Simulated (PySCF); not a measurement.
Isomers of C5H13NSi.

All values: PBE0/pcSseg-1 (PySCF) at GFN2-xTB geometries, gas phase, one conformer each.

Question: Rank by HOMO–LUMO gap, highest first.
A. `[CH2:1]=[C:2]([CH3:3])[SiH2:4][N:5]([CH3:6])[CH3:7]` with C1–C2–Si4–N5 121°, C2–Si4–N5–C6 -45°
B. `C/C=C(/[SiH3])N(C)C`
C. `[CH3:1]/[CH:2]=[CH:3]\[SiH2:4][N:5]([CH3:6])[CH3:7]` with C2–C3–Si4–N5 58°, C3–Si4–N5–C6 -170°
D. `[CH3:1][CH2:2][Si@@H:3]1[CH2:4][CH2:5][CH2:6][NH:7]1` with C1–C2–Si3–C4 173°, C2–Si3–C4–C5 -104°, Si3–C4–C5–C6 -33°, C4–C5–C6–N7 45°, C5–C6–N7–Si3 -36°
E. `[CH2:1]=[CH:2][Si@H:3]([CH2:4][CH3:5])[NH:6][CH3:7]` with C1–C2–Si3–C4 -99°, C2–Si3–C4–C5 58°, C2–Si3–N6–C7 -58°

Answer: D (7.65 eV), E (6.32 eV), A (6.17 eV), B (6.05 eV), C (5.85 eV).

Question: Rank by dipole moment, highest first.
A. `C/C=C(/[SiH3])N(C)C`
B. `[CH2:1]=[CH:2][Si@H:3]([CH2:4][CH3:5])[NH:6][CH3:7]` with C1–C2–Si3–C4 -99°, C2–Si3–C4–C5 58°, C2–Si3–N6–C7 -58°
C. `[CH3:1]/[CH:2]=[CH:3]\[SiH2:4][N:5]([CH3:6])[CH3:7]` with C2–C3–Si4–N5 58°, C3–Si4–N5–C6 -170°
D. `[CH3:1][CH2:2][Si@@H:3]1[CH2:4][CH2:5][CH2:6][NH:7]1` with C1–C2–Si3–C4 173°, C2–Si3–C4–C5 -104°, Si3–C4–C5–C6 -33°, C4–C5–C6–N7 45°, C5–C6–N7–Si3 -36°

Answer: C (1.09 D), A (0.82 D), B (0.67 D), D (0.48 D).

Question: Rank by the lowest Hirshfeld charge on any atom, highest value first.
A. `[CH2:1]=[CH:2][Si@H:3]([CH2:4][CH3:5])[NH:6][CH3:7]` with C1–C2–Si3–C4 -99°, C2–Si3–C4–C5 58°, C2–Si3–N6–C7 -58°
B. `C/C=C(/[SiH3])N(C)C`
C. `[CH2:1]=[C:2]([CH3:3])[SiH2:4][N:5]([CH3:6])[CH3:7]` with C1–C2–Si4–N5 121°, C2–Si4–N5–C6 -45°

Answer: B (-0.121 e), C (-0.173 e), A (-0.248 e).

All values together:

| SMILES | μ (D) | HOMO (eV) | LUMO (eV) | lowest IAO charge (e) | highest IAO charge (e) | lowest Hirshfeld charge (e) | highest Hirshfeld charge (e) |
| --- | --- | --- | --- | --- | --- | --- | --- |
| C=C[Si@H](CC)NC | 0.67 | -6.55 | -0.23 | -0.676 (N) | +1.023 (Si) | -0.248 (N) | +0.385 (Si) |
| C/C=C\[SiH2]N(C)C | 1.09 | -6.17 | -0.32 | -0.508 (N) | +0.863 (Si) | -0.171 (N) | +0.356 (Si) |
| C/C=C(/[SiH3])N(C)C | 0.82 | -5.88 | 0.17 | -0.431 (C) | +0.557 (Si) | -0.121 (C) | +0.288 (Si) |
| CC[Si@@H]1CCCN1 | 0.48 | -6.45 | 1.20 | -0.689 (N) | +1.013 (Si) | -0.249 (N) | +0.390 (Si) |
| C=C(C)[SiH2]N(C)C | 0.79 | -6.25 | -0.08 | -0.508 (N) | +0.871 (Si) | -0.173 (N) | +0.356 (Si) |

Conformers: `[CH2:1]=[CH:2][Si@H:3]([CH2:4][CH3:5])[NH:6][CH3:7]` with C1–C2–Si3–C4 -99°, C2–Si3–C4–C5 58°, C2–Si3–N6–C7 -58°; `[CH3:1]/[CH:2]=[CH:3]\[SiH2:4][N:5]([CH3:6])[CH3:7]` with C2–C3–Si4–N5 58°, C3–Si4–N5–C6 -170°; `[CH3:1][CH2:2][Si@@H:3]1[CH2:4][CH2:5][CH2:6][NH:7]1` with C1–C2–Si3–C4 173°, C2–Si3–C4–C5 -104°, Si3–C4–C5–C6 -33°, C4–C5–C6–N7 45°, C5–C6–N7–Si3 -36°; `[CH2:1]=[C:2]([CH3:3])[SiH2:4][N:5]([CH3:6])[CH3:7]` with C1–C2–Si4–N5 121°, C2–Si4–N5–C6 -45°.
